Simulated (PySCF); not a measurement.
Compound: C6H15NSi2.
Geometry (PBE0-D3(BJ)/def2-SVP, Å), atoms numbered from 1 in this order:
```xyz
24
C6H15NSi2 angstrom
C     -3.5385    0.5097    0.2630
C     -2.3619    1.2172    0.9601
C     -1.4336    0.1009    0.4354
C     -0.0281    0.4479   -0.0172
C      0.7064   -0.7230   -0.7019
Si     2.5488   -0.3085   -0.7870
N      2.6591    0.6825    0.6456
Si     1.1190    1.0876    1.3578
C     -2.5161   -0.2377   -0.6143
H     -4.0634   -0.1749    0.9469
H     -4.2888    1.1365   -0.2413
H     -2.4154    1.3811    2.0476
H     -2.1286    2.1796    0.4752
H     -1.3876   -0.7135    1.1811
H     -0.0987    1.2849   -0.7401
H      0.6035   -1.6354   -0.0863
H      0.2684   -0.9602   -1.6860
H      3.4265   -1.5208   -0.7253
H      2.9168    0.4268   -2.0424
H      3.5419    1.0099    1.0208
H      0.9710    2.5558    1.6150
H      0.8605    0.3890    2.6619
H     -2.7015   -1.2973   -0.8471
H     -2.3259    0.2989   -1.5586
```

Level: PBE0/pcSseg-1 in PySCF, non-relativistic, on one gas-phase PBE0-D3(BJ)/def2-SVP geometry that isn't relaxed in the solvent. The solvent is an IEF-PCM continuum (Bondi radii, 1.10 Å for H, scaled by 1.2). The model holds no explicit solvent molecules, cavitation or dispersion.

Gas phase at PBE0/pcSseg-1: HOMO -7.18 eV, LUMO 0.54 eV, dipole 0.11 D.

Question: What does the continuum do to the energy, the frontier levels and the dipole at PBE0/pcSseg-1 in benzene and methanol?

Answer: 
| solvent | ε | E(solvent) − E(gas) (kcal/mol) | polarisation term (kcal/mol) | distortion of the solute (kcal/mol) | HOMO (eV) | LUMO (eV) | dipole (D) |
| --- | --- | --- | --- | --- | --- | --- | --- |
| benzene | 2.271 | -1.01 | -1.04 | 0.03 | -7.14 | 0.61 | 0.12 |
| methanol | 32.61 | -2.26 | -2.43 | 0.17 | -7.13 | 0.65 | 0.13 |

The first energy column is the sum of the next two and covers electrostatics alone. From benzene to methanol the lowering changes by a factor 2.24, Onsager's factor (ε − 1)/(2ε + 1) by 2.08 and ε itself by 14.4.

Question: Which Hirshfeld charges (PBE0/pcSseg-1) respond most in benzene (means over atoms taken as equivalent)?

Answer: 
| atoms | environment | gas (e) | solvent (e) | change |
| --- | --- | --- | --- | --- |
| H20 | N–H hydrogen | +0.119 | +0.124 | +0.005 |
| H22 | Si–H hydrogen | -0.093 | -0.096 | -0.003 |
| H19 | Si–H hydrogen | -0.094 | -0.096 | -0.002 |
| H21 | Si–H hydrogen | -0.088 | -0.090 | -0.002 |
| H18 | Si–H hydrogen | -0.089 | -0.090 | -0.001 |
| H15 | methine hydrogen | +0.033 | +0.035 | +0.002 |

Question: How do the nuclear quadrupole coupling constants eQVzz/h respond in benzene?

Answer: 
| nucleus | Q (barn) | gas (MHz) | solvent (MHz) | η gas | η solvent |
| --- | --- | --- | --- | --- | --- |
| 14N at N7 | 0.02044 | -3.70 | -3.63 | 0.38 | 0.36 |
